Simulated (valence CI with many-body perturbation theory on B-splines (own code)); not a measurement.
# Cl IV: E2, E3, M1, M2 decay

Calculated by valence CI with perturbative core correlation (CI+MBPT): four valence electrons over a frozen Dirac-Fock core [Ne], a basis of 11 s, 11 p, 9 d, 7 f, 5 g, 2 h, 1 i functions for each j, with the one-electron correlation potential Σ1 (screened to all orders), the two-electron term Σ2, the three-electron term Σ3, Breit, model QED; selected single and double excitations, second order for the rest, scaled by the run's own slope (own B-spline code, finite nucleus).

Set against measurement, 21 paired levels are off by 44 cm⁻¹ on average, the worst by 187. These come from a selection out of Moore, Atomic Energy Levels, vol. I, NSRDS-NBS 35 (1971 reprint of NBS Circular 467, 1949), an old analysis. Levels without a partner in it may be off by more. Among the levels kept, up to 320 cm⁻¹ of a level comes from second order outside the variational space, and about a tenth of that is noise between levels of different J, which matters for small intervals.

Lines 1 to 10 of 10 in falling wavelength, among levels below 272711 cm⁻¹, chosen from the decays that carry over 1 % of a level's rate. Wavelengths and rates use the calculated energies, so an error of 40 cm⁻¹ moves a line at 8006 Å by 0.32 % and its rate by three times that or more. Electric multipoles are in the length gauge, E1 and E2 with the static RPA response of the core. Weak lines are less certain than strong ones. Lines between different terms over intervals too small for the method are left out, as are lines whose strength nearly cancels. Branching is blank where the lifetime is uncertain.

| λ vac (Å) | λ from measured levels | Upper | Lower | Type | A (s⁻¹) | Branch % |
| --- | --- | --- | --- | --- | --- | --- |
| 2.028e+05 | 2.037e+05 | 3s²3p² ³P_1 | 3s²3p² ³P_0 | M1 | 2.16e-03 | 100.0 |
| 1.173e+05 | 1.176e+05 | 3s²3p² ³P_2 | 3s²3p² ³P_1 | M1 | 8.37e-03 | 100.0 |
| 8006 | 8048 | 3s²3p² ¹D_2 | 3s²3p² ³P_2 | M1 | 1.99e-01 | 70.9 |
| 7494 | 7533 | 3s²3p² ¹D_2 | 3s²3p² ³P_1 | M1 | 8.09e-02 | 28.8 |
| 5303 | 5324 | 3s²3p² ¹S_0 | 3s²3p² ¹D_2 | E2 | 2.68e+00 |  |
| 3105 | 3119 | 3s²3p² ¹S_0 | 3s²3p² ³P_1 | M1 | 2.63e+00 |  |
| 2811 |  | 3s²3p3d ³F°_4 | 3s3p³ ³P°_2 | E2 | 2.12e+00 |  |
| 704.2 |  | 3s²3p3d ³F°_4 | 3s²3p² ¹D_2 | M2 | 1.15e+00 |  |
| 647.3 |  | 3s²3p3d ³F°_4 | 3s²3p² ³P_2 | M2 | 2.80e-01 |  |
| 647.3 |  | 3s²3p3d ³F°_4 | 3s²3p² ³P_2 | E3 | 4.50e-02 |  |
